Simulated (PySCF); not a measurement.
aminoborane (BH4N), SMILES BN. Atoms are numbered in the order given.

```xyz
6

B      0.0000     0.0000    -0.7773
N      0.0000     0.0000     0.6103
H      0.0000    -1.0429    -1.3562
H      0.0000     1.0429    -1.3562
H      0.0000     0.8414     1.1633
H      0.0000    -0.8414     1.1633
```

The structure is a stationary point at B3LYP-D3(BJ)/def2-TZVP.

Two levels are set side by side: PBE/pcJ-1 (PySCF) and PBE0/pcJ-1 (PySCF). One-bond couplings, all four terms, same geometry. Isotopes: 11B, 14N, 1H. Differences are taken from unrounded values.

```
quantity         PBE0
--------------  -----
¹J(B1,N2) (Hz)   19.6
¹J(B1,H3) (Hz)  130.1
¹J(B1,H4) (Hz)  130.1
¹J(N2,H5) (Hz)   58.5
¹J(N2,H6) (Hz)   58.5
```

What does PBE give, and how far is it from PBE0? (Estimate from the structure and the level; the computed values follow.)


```csv
quantity,PBE,PBE minus PBE0
"¹J(B1,N2) (Hz)",18.1,-1.5
"¹J(B1,H3) (Hz)",128.8,-1.3
"¹J(B1,H4) (Hz)",128.8,-1.3
"¹J(N2,H5) (Hz)",56.1,-2.4
"¹J(N2,H6) (Hz)",56.1,-2.4
```

Rough cost on one machine, each run with all the roots and properties that it gave: PBE0 against PBE within a factor of 2.
